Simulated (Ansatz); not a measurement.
## Abstraction of F: SiH(SiH3)F2 + BF2 → SiH(SiH3)F + BF3

Gas-phase species: SiH(SiH3)F2, singlet; BF2 `F[B]F`, doublet; SiH(SiH3)F, doublet; BF3 (boron trifluoride) `FB(F)F`, singlet. A radical takes F: the energy is the difference in strength between the Si–F bond broken and the B–F bond made.

Shapes, held fixed at every level: PBE0-D4/def2-TZVP. Programs: Ansatz 0.2.0. The zero-point and thermal change to 298 K, harmonic and unscaled (PBE0-D4/def2-TZVP), is +1.5 kJ/mol.

Q: Estimate ΔH(298 K) of this reaction.

A: The highest level, CCSD(T)/CBS estimate, gives ΔH(298 K) = -62.1 kJ/mol; the levels span -102.4 to -62.1. The column of differences is taken from that level and isn't an error. No measured value is set beside it here. Open shells run unrestricted. The CBS estimate extrapolates MP2 from def2-TZVPP and def2-QZVPP and adds CCSD(T) − MP2 in the triple-zeta set, cores frozen.

```tsv
level	kind	ΔH(298 K) (kJ/mol)	less CCSD(T)/CBS estimate
HF/def2-SVP	Hartree–Fock	-90.4	-28.3
PBE-D4/def2-TZVPP	GGA	-71.1	-9.0
BHLYP-D4/def2-TZVPP	global hybrid	-66.8	-4.7
wB97X-V/def2-TZVPP	range-separated hybrid	-64.1	-2.0
CCSD(T)/def2-SVP	coupled cluster or CI	-102.4	-40.3
CCSD/def2-SVP	coupled cluster or CI	-102.3	-40.2
CCSD(T)/def2-TZVPP	coupled cluster or CI	-67.7	-5.6
CCSD(T)/CBS estimate	coupled cluster or CI	-62.1	0.0
```
